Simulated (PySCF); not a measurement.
Bond stretch in H3Al, SMILES [AlH3]. The Al1–H4 bond (Al1 also carries H, H; H4 carries nothing else) is pulled apart rigidly from the PBE0/def2-TZVP optimised geometry.

- UKS-B3LYP = unrestricted B3LYP/cc-pVDZ run with PySCF
- RKS-CAM-B3LYP = restricted CAM-B3LYP/cc-pVDZ in PySCF 2.14.0
- UMP2 = MP2 on UHF/cc-pVDZ, 5 core orbitals frozen (PySCF)

Energies are in eV, each relative to the lowest point of its own curve near equilibrium.

```json
[
 {"R / Å": "1.27", "UKS-B3LYP": "1.034", "RKS-CAM-B3LYP": "1.021", "UMP2": "1.052"},
 {"R / Å": "1.35", "UKS-B3LYP": "0.516", "RKS-CAM-B3LYP": "0.507", "UMP2": "0.519"},
 {"R / Å": "1.43", "UKS-B3LYP": "0.205", "RKS-CAM-B3LYP": "0.198", "UMP2": "0.201"},
 {"R / Å": "1.49", "UKS-B3LYP": "0.074", "RKS-CAM-B3LYP": "0.070", "UMP2": "0.070"},
 {"R / Å": "1.52", "UKS-B3LYP": "0.035", "RKS-CAM-B3LYP": "0.032", "UMP2": "0.031"},
 {"R / Å": "1.59", "UKS-B3LYP": "0.000", "RKS-CAM-B3LYP": "0.000", "UMP2": "0.000"},
 {"R / Å": "1.65", "UKS-B3LYP": "0.021", "RKS-CAM-B3LYP": "0.024", "UMP2": "0.027"},
 {"R / Å": "1.70", "UKS-B3LYP": "0.067", "RKS-CAM-B3LYP": "0.074", "UMP2": "0.079"},
 {"R / Å": "1.74", "UKS-B3LYP": "0.119", "RKS-CAM-B3LYP": "0.129", "UMP2": "0.137"},
 {"R / Å": "1.83", "UKS-B3LYP": "0.276", "RKS-CAM-B3LYP": "0.293", "UMP2": "0.309"},
 {"R / Å": "1.99", "UKS-B3LYP": "0.642", "RKS-CAM-B3LYP": "0.675", "UMP2": "0.708"},
 {"R / Å": "2.15", "UKS-B3LYP": "1.062", "RKS-CAM-B3LYP": "1.115", "UMP2": "1.165"},
 {"R / Å": "2.39", "UKS-B3LYP": "1.709", "RKS-CAM-B3LYP": "1.799", "UMP2": "2.004"},
 {"R / Å": "2.60", "UKS-B3LYP": "2.244", "RKS-CAM-B3LYP": "2.374", "UMP2": "2.645"},
 {"R / Å": "2.88", "UKS-B3LYP": "2.846", "RKS-CAM-B3LYP": "3.069", "UMP2": "3.085"},
 {"R / Å": "3.20", "UKS-B3LYP": "3.254", "RKS-CAM-B3LYP": "3.749", "UMP2": "3.310"},
 {"R / Å": "3.49", "UKS-B3LYP": "3.458", "RKS-CAM-B3LYP": "4.263", "UMP2": "3.400"},
 {"R / Å": "3.86", "UKS-B3LYP": "3.595", "RKS-CAM-B3LYP": "4.796", "UMP2": "3.448"},
 {"R / Å": "4.27", "UKS-B3LYP": "3.662", "RKS-CAM-B3LYP": "5.255", "UMP2": "3.467"},
 {"R / Å": "4.80", "UKS-B3LYP": "3.694", "RKS-CAM-B3LYP": "5.687", "UMP2": "3.475"},
 {"R / Å": "5.55", "UKS-B3LYP": "3.706", "RKS-CAM-B3LYP": "6.079", "UMP2": "3.477"}
]
```

At the longest distance, 5.55 Å, RKS-CAM-B3LYP lies highest above its minimum (6.079 eV) and UMP2 lowest (3.477 eV).

The unrestricted determinant behind UKS-B3LYP is spin-contaminated at 2.88 to 5.55 Å (<S²> up to 1.0, against 0.00 for a pure singlet). At the longest distance RKS-CAM-B3LYP leaves fractional charges on the fragments, a sign of delocalisation error or of the restricted form. The restricted form behind RKS-CAM-B3LYP keeps the bonding electrons paired and can't separate into open-shell fragments. The unrestricted determinant behind UMP2 is spin-contaminated at 2.39 to 5.55 Å (<S²> up to 1.0, against 0.00 for a pure singlet).
